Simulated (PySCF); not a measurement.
Sn(H)(vinyl)(OH)2 (C₂H₆O₂Sn), SMILES [CH]([SnH]([OH])[OH])=C. Atoms are numbered in the order given.

```xyz
11

Sn     0.2714     0.1780     0.0271
O      1.0051    -0.6674     1.6811
O      1.2910    -0.5758    -1.5185
C     -1.7960    -0.3575     0.0310
C     -2.7426     0.4989    -0.3668
H      0.6010     1.8593    -0.0780
H      1.9574    -0.5210     1.7698
H      1.1231    -1.5214    -1.6354
H     -2.0717    -1.3595     0.3795
H     -3.8060     0.2299    -0.3631
H     -2.5098     1.5124    -0.7139
```
Charge 0, spin multiplicity 1.

Geometry optimised at B3LYP-D3(BJ)/def2-SVP. The structure was generated by enumeration; whether it is a known compound was not checked. The def2 effective core potentials stand for the cores of Sn; spin–orbit coupling is left out. One conformer was computed; it need not be the lowest.

These are TDA-PBE0/def2-SVPD run with PySCF 2.14.0 values and carry that method's errors.

Vertical excitations. 

| state | energy (eV) | λ (nm) | f | main pairs |
|---|---|---|---|---|
| S1 | 6.01 | 206 | 0.019 | HOMO→LUMO 68 %, HOMO−2→LUMO 12 % |
| S2 | 6.38 | 194 | 0.036 | HOMO→LUMO+1 46 %, HOMO−3→LUMO 23 %, HOMO−1→LUMO+1 9 % |
| S3 | 6.45 | 192 | 0.013 | HOMO−3→LUMO 41 %, HOMO−2→LUMO+1 18 %, HOMO−1→LUMO 12 %, HOMO→LUMO 8 % |
| S4 | 6.57 | 189 | 0.056 | HOMO−2→LUMO+1 37 %, HOMO−2→LUMO 20 %, HOMO−1→LUMO+1 15 %, HOMO−1→LUMO 15 % |
| S5 | 6.72 | 185 | 0.021 | HOMO→LUMO+1 38 %, HOMO−2→LUMO 24 %, HOMO−1→LUMO+1 16 %, HOMO−3→LUMO 15 % |
| S6 | 6.93 | 179 | 0.027 | HOMO−1→LUMO+1 42 %, HOMO−2→LUMO+1 33 %, HOMO−3→LUMO 7 %, HOMO−1→LUMO 6 % |
| S7 | 7.15 | 173 | 0.078 | HOMO−3→LUMO+1 51 %, HOMO→LUMO+2 21 %, HOMO−2→LUMO 9 % |
| S8 | 7.30 | 170 | 0.252 | HOMO−1→LUMO 32 %, HOMO→LUMO 11 %, HOMO−3→LUMO+1 10 %, HOMO−4→LUMO 9 % |
| S9 | 7.44 | 167 | 0.027 | HOMO−1→LUMO+2 36 %, HOMO→LUMO+2 23 %, HOMO−2→LUMO+2 12 %, HOMO−4→LUMO 9 % |
| S10 | 7.51 | 165 | 0.050 | HOMO→LUMO+2 34 %, HOMO−1→LUMO+2 34 %, HOMO−3→LUMO+1 11 % |
| T1 | 4.23 | 293 | 0 | HOMO−1→LUMO 53 %, HOMO−2→LUMO 19 %, HOMO→LUMO 16 % |
| T2 | 5.48 | 226 | 0 | HOMO→LUMO 53 %, HOMO−2→LUMO 20 %, HOMO−3→LUMO 16 % |
| T3 | 5.72 | 217 | 0 | HOMO→LUMO+1 52 %, HOMO−1→LUMO+1 20 %, HOMO−3→LUMO 14 % |
| T4 | 5.93 | 209 | 0 | HOMO−2→LUMO+1 42 %, HOMO−1→LUMO+1 16 %, HOMO−3→LUMO+1 11 %, HOMO−3→LUMO 10 % |
Triplets are in the Tamm–Dancoff approximation.
